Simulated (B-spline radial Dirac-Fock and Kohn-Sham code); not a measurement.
## Ionisation energies of tungsten ions, computed and tabulated

These are calculated numbers from a radial atomic solver; the model is multi-electron Dirac-Fock with separately optimised hole states, Breit and Lamb-shift corrections added in first order. Each value is the difference of the configuration-average energies of two neighbouring ions in their tabulated ground configurations. No correlation. NIST's values refer to the lowest levels; many for high charge states are themselves semi-empirical or theoretical. Where a p, d or f shell is open in either ion the computed value averages over both j values and all terms, while the table refers to the lowest levels; that difference holds spin-orbit splitting (largest in heavy or highly charged ions), term energies where several electrons share open shells, and correlation, and it can reach 10 % or more.

| ion | configuration | computed (eV) | NIST (eV) | kind | NIST − computed (eV) |
| --- | --- | --- | --- | --- | --- |
| W¹¹⁺ | [Kr] 4d10 4f13 5s2 5p2 | 212.4 | 231.6 ± 1.2 | semi-empirical | +19.18 |
| W¹²⁺ | [Kr] 4d10 4f14 5s2 | 256.1 | 258.3 ± 1.2 | semi-empirical | +2.22 |
| W¹³⁺ | [Kr] 4d10 4f13 5s2 | 290.7 | 290.7 ± 1.2 | semi-empirical | -0.05 |
| W¹⁴⁺ | [Kr] 4d10 4f12 5s2 | 326.8 | 325.3 ± 1.5 | semi-empirical | -1.53 |
| W¹⁵⁺ | [Kr] 4d10 4f11 5s2 | 359.7 | 361.9 ± 1.5 | semi-empirical | +2.18 |
| W¹⁶⁺ | [Kr] 4d10 4f11 5s1 | 385.0 | 387.9 ± 1.2 | semi-empirical | +2.87 |
| W¹⁷⁺ | [Kr] 4d10 4f11 | 421.6 | 420.7 ± 1.4 | semi-empirical | -0.90 |
| W¹⁸⁺ | [Kr] 4d10 4f10 | 461.8 | 462.1 ± 1.4 | semi-empirical | +0.34 |
| W¹⁹⁺ | [Kr] 4d10 4f9 | 503.2 | 502.6 ± 1.4 | semi-empirical | -0.58 |
| W²⁰⁺ | [Kr] 4d10 4f8 | 545.8 | 543.4 ± 1.4 | semi-empirical | -2.43 |
| W²¹⁺ | [Kr] 4d10 4f7 | 589.7 | 594.5 ± 1.5 | semi-empirical | +4.81 |
| W²²⁺ | [Kr] 4d10 4f6 | 634.7 | 640.6 ± 1.5 | semi-empirical | +5.87 |
| W²³⁺ | [Kr] 4d10 4f5 | 680.9 | 685.6 ± 1.6 | semi-empirical | +4.67 |

Task: Where in this range is the largest relative jump, and why?

Result: From W¹¹⁺ (212.4 eV) to W¹²⁺ (256.1 eV), a factor of 1.21. The configuration goes from [Kr] 4d10 4f13 5s2 5p2 to [Kr] 4d10 4f14 5s2, so the next electron comes out of a deeper subshell.
